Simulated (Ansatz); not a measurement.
`[SeH][SiH]1BC1` + `[SiH3]Cl` → `Cl[SiH2][SeH]` + `B1C[SiH2]1` at 400 K and 1 bar (formal exchange of groups at the Se–Si bond).

Calculated with Ansatz (gas phase, PBE0-D4/def2-TZVP geometries, no zero-point term in ΔE). CBS: MP2 limit from def2 TZ/QZ plus the TZ coupled-cluster correction, frozen cores. This one scheme is used for every species. For Se outer-core shells are correlated without core-valence functions, which leaves a few kJ/mol of doubt a bond. Scalar relativity is left out up to krypton. One conformer a species, not always the lowest.

```json
{"species": "`[SeH][SiH]1BC1`", "CCSD(T)/CBS energy (Eh)": "-2755.59871", "H − E (kJ/mol)": "175.0", "S (J/(mol·K))": "369.0"}
{"species": "`[SiH3]Cl`", "CCSD(T)/CBS energy (Eh)": "-750.69636", "H − E (kJ/mol)": "85.8", "S (J/(mol·K))": "267.3"}
{"species": "`Cl[SiH2][SeH]`", "CCSD(T)/CBS energy (Eh)": "-3151.43476", "H − E (kJ/mol)": "95.3", "S (J/(mol·K))": "349.9"}
{"species": "`B1C[SiH2]1`", "CCSD(T)/CBS energy (Eh)": "-354.85519", "H − E (kJ/mol)": "164.0", "S (J/(mol·K))": "300.5"}
```

H − E and S are ideal-gas, rigid-rotor, harmonic terms from PBE0-D4/def2-TZVP, for one conformer and one mirror image of each species. 1 Eh = 2625.50 kJ/mol, R = 8.31446 J/(mol·K).

By hand: ΔE, ΔH, ΔS and ΔG.

ΔE = (-3151.43476) + (-354.85519) − (-2755.59871) − (-750.69636) = 0.00512 Eh = 13.4 kJ/mol. Δ(H − E) = 95.3 + 164.0 − 175.0 − 85.8 = -1.5, so ΔH = 11.9 kJ/mol. ΔS = 349.9 + 300.5 − 369.0 − 267.3 = 14.1 J/(mol·K). ΔG = 11.9 − 400 × (14.1)/1000 = 6.3 kJ/mol.

By hand: the equilibrium constant, and the temperature at which ΔG would vanish if ΔH and ΔS stayed fixed.

log₁₀ K = −ΔG/(RT ln 10) = -0.8. ΔG = 0 at ΔH/ΔS = 844 K, though so small a ΔS makes that figure unsure.

TΔS isn't small against ΔH here. A doubt of 5 kJ/mol in ΔE shifts log₁₀ K by 0.7 here. Other conformers and mirror images would add mixing entropy, several J/(mol·K) or more a flexible species. These are equilibria of isolated gas molecules and say nothing of rates. Largest T1 diagnostic: 0.014 (customary marks: 0.02 for closed shells, 0.045 for open ones).
